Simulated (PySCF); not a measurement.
The multiplicity is imposed and other spin states were not computed.

Cartesian coordinates (Å):
```xyz
7

Zn    -0.0246     0.0029     0.0057
O     -0.6147    -1.6484    -0.3517
H     -0.7976    -2.1654     0.4536
C      0.6184     1.8068     0.2255
H      0.6335     2.3358    -0.7494
H      1.6489     1.8172     0.6352
H     -0.0331     2.3823     0.9141
```
Charge 0, multiplicity 1.

What is the computed charge on the central atom (meta-Löwdin), HOMO and LUMO (PySCF 2.14.0 with TPSSh-D3(BJ)/def2-TZVP // PBE-D3(BJ)/def2-SVP)?


```yaml
charge on the central atom (meta-Löwdin): 1.14 e
HOMO: -7.07 eV
LUMO: -0.69 eV
```
